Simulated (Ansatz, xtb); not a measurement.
## Ligand exchange: SiH3Cl + SnH3(SH) → SiH3(SH) + SnH3Cl

Species: SiH3Cl `[SiH3]Cl`, singlet; SnH3(SH), singlet; SiH3(SH) (sulfanylsilane), singlet; SnH3Cl `[Cl][SnH3]`, singlet. The partners trade Cl for SH: Si–Cl and Sn–SH bonds give way to Si–SH and Sn–Cl.

Shapes, held fixed at every level: PBE0-D4/def2-TZVP. Programs: Ansatz 0.2.0, xtb 6.7.1. The zero-point and thermal change to 298 K, harmonic and unscaled (PBE0-D4/def2-TZVP), is -0.1 kJ/mol.

```csv
level,kind,ΔH(298 K) (kJ/mol),less CCSD(T)/def2-TZVPP
GFN2-xTB,semi-empirical,+22.1,+14.6
HF/def2-SVP,Hartree–Fock,+1.6,-5.9
HF/def2-TZVPP,Hartree–Fock,+3.6,-3.9
SPW92/def2-TZVPP,LDA,+6.1,-1.4
B3LYP-D4/def2-TZVPP,global hybrid,+5.2,-2.3
r2SCAN0-D4/def2-TZVPP,global hybrid,+5.0,-2.5
MP2/def2-SVP,perturbation theory,+5.3,-2.2
MP2/def2-TZVPP,perturbation theory,+9.6,+2.1
CCSD(T)/def2-TZVPP,coupled cluster or CI,+7.5,0.0
```

The highest level, CCSD(T)/def2-TZVPP, gives ΔH(298 K) = +7.5 kJ/mol; the levels span +1.6 to +22.1. The column of differences is taken from that level and isn't an error. No measured value is set beside it here. For atoms past krypton def2 sets carry core potentials with scalar relativity. Outer-core shells of Sn are correlated, in sets that cover them unevenly.
